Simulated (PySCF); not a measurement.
Nuclear quadrupole coupling in `CC(=O)Oc1nc(C#N)no1`

Species: C5H3N3O3.
Geometry (GFN2-xTB, Å), atoms numbered from 1 in this order:
```xyz
14
C5H3N3O3 angstrom
C     -3.0286    0.1747   -0.2458
C     -1.7370   -0.2269    0.3795
O     -1.5572   -0.8383    1.3804
O     -0.6901    0.2485   -0.4115
C      0.5682   -0.0029   -0.1093
N      1.5736    0.6821   -0.5579
C      2.6353    0.0232   -0.0099
C      3.9776    0.4176   -0.2175
N      5.0563    0.7515   -0.3933
N      2.2847   -0.9985    0.7255
O      0.9358   -1.0292    0.6687
H     -3.8392    0.0160    0.4589
H     -3.1959   -0.4336   -1.1332
H     -2.9842    1.2152   -0.5568
```

Field gradients from the PBE0/pcSseg-1 density (PySCF, non-relativistic), principal values in atomic units, ordered |Vxx| ≤ |Vyy| ≤ |Vzz|:

```tsv
atom	Vxx	Vyy	Vzz
O3	0.5128	1.1696	-1.6825
O4	-0.6256	-1.1373	1.7629
N6	0.3386	0.5295	-0.8680
N9	0.4950	0.5458	-1.0408
N10	0.0097	1.1960	-1.2057
O11	-0.7380	-1.0512	1.7891
```

Q: Find the asymmetry η = (Vxx − Vyy)/Vzz and the couplings χ = eQV/h (234.96 MHz × Q in barn × V in au), with Q(17O) = −0.0256 b, Q(14N) = 0.02044 b.

A: 
| atom | environment | nucleus | η | χzz (MHz) | χxx (MHz) | χyy (MHz) |
| --- | --- | --- | --- | --- | --- | --- |
| O3 | ester carbonyl oxygen | 17O | 0.39 | 10.12 | -3.08 | -7.04 |
| O4 | ester single-bonded oxygen | 17O | 0.29 | -10.60 | 3.76 | 6.84 |
| N6 | pyridine-type nitrogen | 14N | 0.22 | -4.169 | 1.626 | 2.543 |
| N9 | nitrile nitrogen | 14N | 0.05 | -4.999 | 2.377 | 2.621 |
| N10 | pyridine-type nitrogen | 14N | 0.98 | -5.79 | 0.05 | 5.74 |
| O11 | ring oxygen | 17O | 0.18 | -10.76 | 4.44 | 6.32 |

At N10 η is above 0.9: Vyy and Vzz are nearly equal in size and opposite in sign, so a small change could swap them and flip the sign of χzz. The tensor is traceless: Vxx + Vyy + Vzz = 0.

Q: What is Vzz at O11 in SI units (1 au = 9.71736 × 10²¹ V/m²)?

A: 1.7891 au = 17.386 × 10²¹ V/m².

Q: And the gradient at the other heavy atoms, for which no coupling is worked out here?

A: 
```
atom                       environment  Vzz (au)     η
  C1  methyl carbon next to a carbonyl     0.142  0.41
  C2             ester carbonyl carbon    -0.504  0.40
  C5    aromatic carbon bearing oxygen    -0.222  0.55
  C7       substituted aromatic carbon     0.107  0.78
  C8                    nitrile carbon    -0.317  0.04
```

Q: What couplings would deuterons (Q(2H) = 0.00286 b) have in place of the hydrogens, at this geometry?

A: 
| atom | bonded to | bond length (Å) | Vzz (au) | η | χzz (kHz) |
| --- | --- | --- | --- | --- | --- |
| H12 | C1 | 1.086 | 0.3104 | 0.03 | 209 |
| H13 | C1 | 1.089 | 0.3085 | 0.05 | 207 |
| H14 | C1 | 1.087 | 0.3091 | 0.05 | 208 |

The structure is a single GFN2-xTB conformer in the gas phase; no vibrational or solvent corrections. GFN2-xTB bond lengths can be off by several hundredths of an ångström, more for odd bonds, and the gradients follow them. The basis is small and wasn't made for field gradients, so the couplings can be 20 % off.

These values come from a run that also computed NMR shieldings. On one thread, x86-64 server, shared host, this took 30 s.
